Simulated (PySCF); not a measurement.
**Spinor energies of C⁺ (carbon, charge +1)**

Start: [He] 2s1 2p1 3s1; 2s1/2 filled at m_j = +1/2; 2p3/2 filled at m_j = +3/2; 3s1/2 filled at m_j = +1/2. Calculated with PySCF 2.14 in x2c-TZVPall-2c with one added diffuse shell each of s, p, d type (6s4p3d1f, 40 functions): generalised Hartree-Fock with the X2C-1e Hamiltonian and a Gaussian nucleus; one run each with spin-orbit coupling (SO) switched off, then screened by Boettger's factors. This is a chosen level, not necessarily the ground level.

| spinor shell | electrons | ε, spin-free (eV) | ε, screened SO (eV) | weight of nominal j (screened SO) | rms radius, screened SO (bohr) |
| --- | --- | --- | --- | --- | --- |
| 1s1/2 | 2 | -334.57 | -334.58 | 1.000 | 0.311 |
| 2s1/2 | 1 | -42.499 | -42.500 | 1.000 | 1.46 |
| 2p3/2 | 1 | -33.977 | -33.973 | 1.000 | 1.46 |
| 3s1/2 | 1 | -9.962 | -9.962 | 0.999 | 4.47 |

| quantity | spin-free | screened SO |
| --- | --- | --- |
| E (hartree) | -36.61535 | -36.61520 |
| M_J | 5/2 | 5/2 |
| ⟨J²⟩ | 8.756 | 8.756 |
| ⟨L²⟩ | 2.006 | 2.006 |
| ⟨S²⟩ | 3.750 | 3.750 |

Each row is a mean over spinors that exchange with the open shell spreads, by up to 3.221 eV (1s1/2).

Without spin-orbit coupling the j labels of p, d and f shells carry no meaning; the spin-free column gives the mean over the occupied spinors of each nl shell.
